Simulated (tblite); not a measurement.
Isomers of C5H10N2O2Si. Level: GFN2-xTB in tblite, geometry and Hessian alike; calculated harmonic values, unscaled, isolated species. Against measured fundamentals such values can be off by several per cent, at times by over 20. Modes of hydrogen on silicon can be 10 to 20 % off. One conformer each.

Electronic energies: GFN2-xTB at the same geometries; isomer energies are rough at this level and their order can be wrong.

| SMILES | electronic energy, lowest = 0 (kJ/mol) |
| --- | --- |
| C/N=C/[C@@H]1C[Si@H](C(N)=O)O1 | 340.5 |
| CO[Si@@](N)(O)n1cccc1 | 0.0 |
| CO[Si@@H](O)n1ccc(N)c1 | 25.1 |

**Question.** How do GFN2-xTB zero-point energies change the relative energies?

**Answer.** 
```json
{"SMILES": "CO[Si@@](N)(O)n1cccc1", "ZPE (kJ/mol)": "400.0", "of it from modes above 1550 cm⁻¹": "202.2", "electronic (kJ/mol)": "0.0", "with ZPE, lowest = 0 (kJ/mol)": "0.0", "lowest mode (cm⁻¹)": "4i", "rings": "1"}
{"SMILES": "CO[Si@@H](O)n1ccc(N)c1", "ZPE (kJ/mol)": "395.0", "of it from modes above 1550 cm⁻¹": "196.9", "electronic (kJ/mol)": "25.1", "with ZPE, lowest = 0 (kJ/mol)": "20.1", "lowest mode (cm⁻¹)": "26", "rings": "1"}
{"SMILES": "C/N=C/[C@@H]1C[Si@H](C(N)=O)O1", "ZPE (kJ/mol)": "393.6", "of it from modes above 1550 cm⁻¹": "198.6", "electronic (kJ/mol)": "340.5", "with ZPE, lowest = 0 (kJ/mol)": "334.0", "lowest mode (cm⁻¹)": "56", "rings": "1"}
```

The zero-point energies span 6.4 kJ/mol, from `C/N=C/[C@@H]1C[Si@H](C(N)=O)O1` to `CO[Si@@](N)(O)n1cccc1`. Slightly imaginary modes are left out of the zero-point energy: `CO[Si@@](N)(O)n1cccc1` 3.8i cm⁻¹. The order is unchanged.
